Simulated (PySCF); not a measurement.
PySCF job for B(OH)(SiH3)2 (BH₇OSi₂), SMILES OB([SiH3])[SiH3], HF/pcSseg-1. Coordinates come from a B3LYP-D3(BJ)/def2-SVP optimisation. This is a generated structure with no PubChem entry under its InChIKey; it may be hypothetical. The values are those of a single conformer.

```python
import numpy as np
from pyscf import gto, scf, dft
from pyscf.prop.nmr import rhf as nmr

mol = gto.M(
    atom='''
    B    -0.36044495   -0.32533159    0.05901974
    O    -1.34102010   -1.24239862    0.23537413
    H    -2.16314581   -1.04689633   -0.23779316
    Si   -0.62305464    1.33315071   -1.11044046
    H     0.39228133    1.38025863   -2.20727979
    H    -0.46926205    2.58152145   -0.30124409
    H    -1.98678744    1.35390424   -1.73859623
    Si    1.41407074   -0.65793833    1.00896314
    H     1.76509250    0.52155162    1.86213818
    H     2.50809019   -0.79765665   -0.00440515
    H     1.40989149   -1.87980948    1.86977081
    ''',
    basis='pcSseg-1',
    charge=0,
    spin=0,
    max_memory=1600,
    verbose=3,
)
mf = scf.RHF(mol)
mf.conv_tol = 1e-10
mf.max_cycle = 100
mf.kernel()
n = nmr.NMR(mf)
n.verbose = 2
n.max_cycle_cphf = 60
sigma = n.kernel()
print('atom   isotropic/ppm   span/ppm')
for i, s in enumerate(sigma):
    w = np.linalg.eigvalsh((s + s.T) / 2)
    print(f'{mol.atom_symbol(i):2s}{i + 1:3d} {w.mean():14.3f} {w[2] - w[0]:11.3f}')
```

Output:

```
converged SCF energy = -681.451658171913
atom   isotropic/ppm   span/ppm
B   1         34.435     168.251
O   2         96.672     436.044
H   3         24.707      10.605
Si  4        484.225      48.633
H   5         28.275       7.060
H   6         28.283       7.032
H   7         28.839       8.013
Si  8        485.655      43.916
H   9         28.306       6.952
H  10         28.318       6.904
H  11         28.443       8.579
```

Self-consistency was reached.

Cost: roughly 14 core-seconds.
